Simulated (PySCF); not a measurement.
# Magnetic susceptibility: `[C@@H]1(F)CCC(=O)C[C@@H]1Cl`, C6H8ClFO

Geometry:
```tsv
atom	x (Å)	y (Å)	z (Å)
O1	-1.877	-1.968	-0.279
C2	-1.136	-1.087	0.064
C3	-1.508	0.377	0.031
C4	-0.445	1.218	-0.679
C5	0.933	0.976	-0.067
F6	0.907	1.376	1.252
C7	1.285	-0.506	-0.151
Cl8	2.925	-0.790	0.524
C9	0.261	-1.349	0.597
H10	-1.594	0.718	1.066
H11	-2.477	0.495	-0.454
H12	-0.407	0.969	-1.740
H13	-0.694	2.276	-0.582
H14	1.703	1.588	-0.553
H15	1.339	-0.799	-1.202
H16	0.497	-2.410	0.507
H17	0.281	-1.072	1.655
```

Computed with GIAO KT1/6-31G magnetisability, rotational g tensor and spin-rotation constants, non-relativistic, gas phase in PySCF 2.14.0. Geometry: GFN2-xTB.

(1) How diamagnetic is it, and how anisotropic?

(2) Split it along the inertial axes a, b, c into diamagnetic and paramagnetic parts about the centre of mass, with the quadrupole moment.

(3) And the rotational g tensor?

Answers

(1) Isotropic -1360 × 10⁻³⁰ J/T², or -81.9 × 10⁻⁶ cm³/mol; principal values -1459, -1427, -1193 × 10⁻³⁰ J/T², anisotropy 251 × 10⁻³⁰ J/T² (root of half the summed squared differences of the principal values). The susceptibility is in cgs units.

(2) 
```tsv
axis	χ (10⁻⁶ cm³/mol)	diamagnetic (10⁻⁶ cm³/mol)	paramagnetic (10⁻⁶ cm³/mol)	summed x² of all electrons (Å²)	quadrupole Θ (D Å)
a	-82.0	-666.2	584.2	235.6	-10.73
b	-76.6	-1159.4	1082.7	119.4	+2.09
c	-87.0	-1506.3	1419.3	37.6	+8.64
```
Anisotropies 2χaa − χbb − χcc = -0.4 and 2χbb − χaa − χcc = +15.7 × 10⁻⁶ cm³/mol. Θ is traceless in Buckingham's convention.

(3) 
| axis | rotational constant (GHz) | g | nuclear part | electronic part |
| --- | --- | --- | --- | --- |
| a | 2.1195 | -0.0235 | 0.5582 | -0.5817 |
| b | 1.0704 | -0.0184 | 0.5261 | -0.5445 |
| c | 0.8046 | -0.0114 | 0.5252 | -0.5365 |

Asymmetric top; isotopes 12C, 35Cl, 19F, 1H, 16O; no vibrational averaging.
